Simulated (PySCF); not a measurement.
## Vibration and rotation of LiGa

RHF-CCSD(T) constants of LiGa, ¹Σ⁺ (singlet), closed shell (PySCF, spin-free X2C with a Gaussian nucleus, basis sets Li jorge-DZP-DKH, Ga jorge-DZP-DKH; masses 7.0160 and 68.9256 u):

| Property | Result |
| --- | --- |
| ωe | 283.5 cm⁻¹ |
| ωexe | 1.81 cm⁻¹ |
| Be | 0.32959 cm⁻¹ |
| αe | 0.00322 cm⁻¹ |
| D (centrifugal) | 1.78e-06 cm⁻¹ |
| De to Li + Ga | 1.09 eV |

Question: Give the band origin of the fundamental and the first lines of its P and R branches.

Answer: ν0 = ωe − 2ωexe = 279.9 cm⁻¹, B0 = 0.32798, B1 = 0.32476 cm⁻¹.

```csv
J″,P(J″) − ν0,R(J″) − ν0
0,,0.650
1,-0.656,1.293
2,-1.318,1.929
3,-1.987,2.559
4,-2.662,3.182
5,-3.343,3.799
6,-4.031,4.409
```

Question: Near which J would the R branch turn back, without centrifugal distortion?

Answer: At J ≈ (B0 + B1)/(2(B0 − B1)) − 1 ≈ 100.

Correlated steps freeze 9 core orbitals. Correlated levels converge slowly with the basis: in double zeta they bind strong bonds too weakly, by up to about 1 eV, and carry superposition errors of some tenths. Where the molecule has an RHF reference, its open-shell atoms are computed with UHF.
